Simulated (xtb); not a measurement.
F5Sb, charge +1, doublet, geometry from GFN2-xTB (a state made from the parent by changing its charge; the spin is typed, not shown lowest), atoms displaced at random by about 0.02 Å a coordinate; xtb with GFN1-xTB.

xtb was given this input:
```
$ xtb mol.xyz --gfn 1 --chrg 1 --uhf 1 --opt sloppy --json

# file mol.xyz
6

Sb     0.00883788     0.02063645    -0.05867713
F      0.99931025    -0.63278976     1.59598223
F     -1.56332439     0.92088700    -0.80045444
F      0.63035004     1.82811395     0.46354813
F      1.07512718    -0.49947788    -1.50846357
F     -1.19278810    -1.56324856     0.27981283
```

The log (banner, timings and long lists left out):

```
   ID    Z sym.   atoms
    1   51 Sb     1
    2    9 F      2-6

           -------------------------------------------------
          |                Calculation Setup                |
           -------------------------------------------------

           -------------------------------------------------
          |                 G F N 1 - x T B                 |
           -------------------------------------------------

          ...................................................
          :                      SETUP                      :
          :.................................................:
          :  # basis functions                  30          :
          :  # atomic orbitals                  29          :
          :  # shells                           13          :
          :  # electrons                        39          :
          :  # halogen bonds                     0          :
          :  max. iterations                   250          :
          :  Hamiltonian                  GFN1-xTB          :
          :  restarted?                      false          :
          :  GBSA solvation                  false          :
          :  PC potential                    false          :
          :  electronic temp.          300.0000000     K    :
          :  accuracy                    1.0000000          :
          :  -> integral cutoff          0.2500000E+02      :
          :  -> integral neglect         0.1000000E-07      :
          :  -> SCF convergence          0.1000000E-05 Eh   :
          :  -> wf. convergence          0.2000000E-04 e    :
          :  Broyden damping             0.4000000          :
          :  net charge                          1          :
          :  unpaired electrons                  1          :
          ...................................................

 iter      E             dE          RMSdq      gap      omega  full diag
   1    -27.4647730 -0.274648E+02  0.529E+00    2.25       0.0  T
   2    -27.4346676  0.301054E-01  0.350E+00    2.24       1.0  T
   3    -25.8891254  0.154554E+01  0.910E+00    0.66       1.0  T
   4    -27.1740677 -0.128494E+01  0.430E+00    1.91       1.0  T
   5    -27.2941951 -0.120127E+00  0.328E+00    1.86       1.0  T
   6    -27.2817461  0.124490E-01  0.327E+00    2.00       1.0  T
   7    -27.3863688 -0.104623E+00  0.217E+00    2.08       1.0  T
   8    -27.3307794  0.555894E-01  0.277E+00    2.09       1.0  T
[...]
         :: total energy             -27.460008122510 Eh    ::
 * total energy  :   -27.4600081 Eh     change       -0.1135447E-10 Eh
 * total energy  :   -27.4639325 Eh     change       -0.3924417E-02 Eh
 * total energy  :   -27.4658052 Eh     change       -0.1872698E-02 Eh
 * total energy  :   -27.4658762 Eh     change       -0.7095964E-04 Eh
   *** GEOMETRY OPTIMIZATION CONVERGED AFTER 4 ITERATIONS ***
         :: total energy             -27.465876196662 Eh    ::
[...]
        28                         -0.2745279              -7.4703
        29                         -0.2396664              -6.5217
      -------------------------------------------------------------
                  HL-Gap            0.1162678 Eh            3.1638 eV
             Fermi-level           -0.8533512 Eh          -23.2209 eV

  Mulliken/CM5 charges         n(s)   n(p)   n(d)
     1Sb    1.05579  1.22021   1.847  1.410  0.687
     2F    -0.00411 -0.03508   1.867  5.137  0.000
     3F    -0.00950 -0.04196   1.862  5.148  0.000
     4F    -0.00816 -0.04010   1.864  5.145  0.000
     5F    -0.02874 -0.06657   1.841  5.187  0.000
     6F    -0.00527 -0.03650   1.866  5.139  0.000

Wiberg/Mayer (AO) data.
largest (>0.10) Wiberg bond orders for each atom

 ---------------------------------------------------------------------------
     #   Z sym  total        # sym  WBO       # sym  WBO       # sym  WBO
 ---------------------------------------------------------------------------
     1  51 Sb   3.711 --     5 F    0.868     3 F    0.726     4 F    0.715
                             6 F    0.702     2 F    0.700
     2   9 F    1.195 --     1 Sb   0.700     5 F    0.128     6 F    0.124
                             3 F    0.124     4 F    0.119
     3   9 F    1.230 --     1 Sb   0.726     5 F    0.136     2 F    0.124
                             4 F    0.124     6 F    0.120
     4   9 F    1.215 --     1 Sb   0.715     5 F    0.133     3 F    0.124
                             6 F    0.124     2 F    0.119
     5   9 F    1.393 --     1 Sb   0.868     3 F    0.136     4 F    0.133
                             6 F    0.129     2 F    0.128
     6   9 F    1.199 --     1 Sb   0.702     5 F    0.129     2 F    0.124
                             4 F    0.124     3 F    0.120
 ---------------------------------------------------------------------------

Topologies differ in total number of bonds
Writing topology from bond orders to xtbtopo.mol

 dipole moment from electron density (au)
     X       Y       Z
  -0.0487   0.0540   0.0141  total (Debye):    0.188

optimized geometry written to: xtbopt.xyz

           -------------------------------------------------
          | TOTAL ENERGY              -27.465876196662 Eh   |
          | GRADIENT NORM               0.001714508696 Eh/α |
          | HOMO-LUMO GAP               3.163808483353 eV   |
           -------------------------------------------------

normal termination of xtb
```
